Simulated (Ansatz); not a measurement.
Cartesian coordinates (Å):
```xyz
10

C     -1.4794     0.5014    -0.1214
C     -0.3770     0.2046     0.5531
C      0.6419    -0.7715     0.0872
S      2.2702    -0.0018    -0.1705
H     -1.7079     0.0244    -1.0696
H     -2.1922     1.2280     0.2494
H     -0.1619     0.7038     1.4946
H      0.8315    -1.5348     0.8473
H      0.3202    -1.2798    -0.8230
H      1.8546     0.9258    -1.0472
```
Charge 0, spin multiplicity 1.

The numbers are results of frozen-core CCSD(T)/cc-pVTZ // PBE0-D4/def2-TZVP run with Ansatz (a program for electronic structure), not measurements.

The HF energy is -514.66149 Ha and the MP2 correlation energy is -0.67862 Ha.

Estimate the CCSD correlation energy, the (T) correction, the total energy and the T1 diagnostic.


| Item | Result |
|---|---|
| CCSD correlation energy | -0.72405 Ha |
| (T) correction | -0.03241 Ha |
| CCSD(T) total energy | -515.41795 Ha |
| T1 diagnostic | 0.010 |
